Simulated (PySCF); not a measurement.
Radial density of C (carbon, neutral)

UHF, [He] 2s1 2p3, 2s spin antiparallel (an excited configuration). Calculation: PySCF 2.14, in aug-cc-pVQZ-DK (6s5p4d3f2g, 80 functions); the spin-free X2C one-electron Hamiltonian (Gaussian nucleus).

| r (bohr) | 4πr²ρ (e/bohr) | 4πr²(ρα − ρβ) |
| --- | --- | --- |
| 0.00413 | 0.02651 | -0.0008 |
| 0.00695 | 0.07142 | -0.0022 |
| 0.0117 | 0.1892 | -0.0058 |
| 0.0197 | 0.4834 | -0.0146 |
| 0.0331 | 1.161 | -0.0346 |
| 0.0556 | 2.505 | -0.0720 |
| 0.0936 | 4.526 | -0.1177 |
| 0.157 | 6.100 | -0.1069 |
| 0.265 | 5.143 | 0.0853 |
| 0.445 | 2.384 | 0.4753 |
| 0.749 | 1.699 | 0.7946 |
| 1.26 | 2.189 | 0.8749 |
| 2.12 | 1.250 | 0.6240 |
| 3.57 | 0.2228 | 0.1586 |
| 6.00 | 0.007687 | 0.0070 |
| 10.1 | 1.704e-05 | 0.0000 |

Densities and radii are taken from the X2C orbitals without a picture-change correction, which distorts them close to the nucleus.

With the s spin flipped the determinant is a mixture of two multiplicities, not a spectroscopic state.
